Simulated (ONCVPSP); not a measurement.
molybdenum: excitation energies, all-electron against ONCV

```
Element                 : molybdenum
Generator               : ONCVPSP 4.0.1
Type                    : optimised norm-conserving Vanderbilt (ONCV)
Functional              : LDA (Perdew-Zunger)
Relativity              : scalar-relativistic
Frozen core             : [Ar] 3d10
Valence charge          : 14
Reference configuration : 4s2 4p6 4d5 5s1
Partial waves           : 4s+5s: rc 1.45 bohr, ncon 4, nbas 9, qcut 8.4 1/bohr, 3 projectors, debl 2.7 Ha; 4p: rc 1.90 bohr, ncon 3, nbas 8, qcut 8.6 1/bohr, 2 projectors, debl 1.5 Ha; 4d: rc 2.15 bohr, ncon 4, nbas 9, qcut 7.5 1/bohr, 2 projectors, debl 3.6 Ha
Local potential         : polynomial inside 1.10 bohr (lpopt 4, dvloc0 -1 Ha)
Core correction         : polynomial model core, fcfact 0.6
```

Energies are relative to the spin-unpolarised reference configuration 4s2 4p6 4d5 5s1; without spin polarisation the order of configurations can differ from experiment.

Q: Give the all-electron excitation energy and the error of the potential for: 4s2 4p6 4d5 5s0; 4s2 4p6 4d4 5s0; 4s2 4p6 4d3 5s0; 4s2 4p6 4d6 5s0.

A:

| valence configuration | charge | ΔE all-electron (eV) | error AE − PS (meV) |
| --- | --- | --- | --- |
| 4s2 4p6 4d5 5s0 | +1 | 7.186 | -1.1 |
| 4s2 4p6 4d4 5s0 | +2 | 22.889 | -1.0 |
| 4s2 4p6 4d3 5s0 | +3 | 49.850 | +9.2 |
| 4s2 4p6 4d6 5s0 | 0 | 0.822 | -1.4 |
